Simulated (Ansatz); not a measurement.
Cartesian coordinates in Å:
```
C -1.400 0.826 0.535
C -0.174 0.462 0.144
N 0.930 1.281 0.073
Sn 0.182 -1.491 -0.608
F 2.086 -1.601 -0.251
H -1.614 1.832 0.888
H -2.229 0.131 0.516
H 1.829 0.832 0.156
H 0.871 2.162 0.562
H 0.068 -1.688 -2.295
H -0.549 -2.746 0.280
```

Charge 0, multiplicity 1. Sn takes the def2 core potential.

Question: List the B3LYP/def2-TZVPP orbital energies in eV (the Gaussian-basis code of Ansatz). (An estimate is asked.)

Answer: The calculation gave: Occupied: -670.03, -389.98, -278.08, -276.50, -139.25, -94.17, -94.06, -94.04, -30.84, -28.38, -28.37, -28.28, -28.27, -27.90, -25.10, -20.20, -16.07, -14.79, -13.91, -12.74, -11.41, -10.74, -10.67, -10.36, -9.86, -9.00, -8.42, -6.17. Lowest empty: -0.94, -0.26, 0.05, 0.59, 1.07, 1.80, 2.21, 2.54.

B3LYP here is the variant with VWN-RPA as its local correlation; programs differ in this.
